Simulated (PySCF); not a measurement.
AlBrFHO, SMILES [OH][Al]([F])[Br]. Atoms are numbered in the order given.

```xyz
5

Al    -0.0282     0.9423     0.0000
F     -1.4937     1.7174     0.0000
Br     0.0271    -1.2828     0.0000
O      1.4189     1.8041     0.0000
H      1.5110     2.7606     0.0000
```
Charge 0, spin multiplicity 1.

Geometry: r2SCAN-D4/def2-SVP. Other conformers were not sampled.

The numbers are results of PySCF with KT2/pcSseg-1, not measurements.

GIAO shieldings, no solvent; atoms alike by connectivity are averaged. δ = σ(ref) − σ: ¹⁹F against CFCl3 (σ = 127.1 ppm); ¹⁷O against H2O (σ = 330.4 ppm); ¹H against TMS (σ = 31.47 ppm), references at their B3LYP-D3(BJ)/def2-TZVP geometries, non-relativistic (without spin–orbit terms, shifts of atoms bonded to Cl or Br come out too high).

Estimate the chemical shifts. (An estimate is asked for; the answer gives what the named calculation found.)


| nucleus | atoms | count | δ (ppm) |
|---|---|---|---|
| ¹⁹F | F2 | 1 | -184.6 |
| ¹⁷O | O4 | 1 | 35.0 |
| ¹H | H5 | 1 | 2.27 |
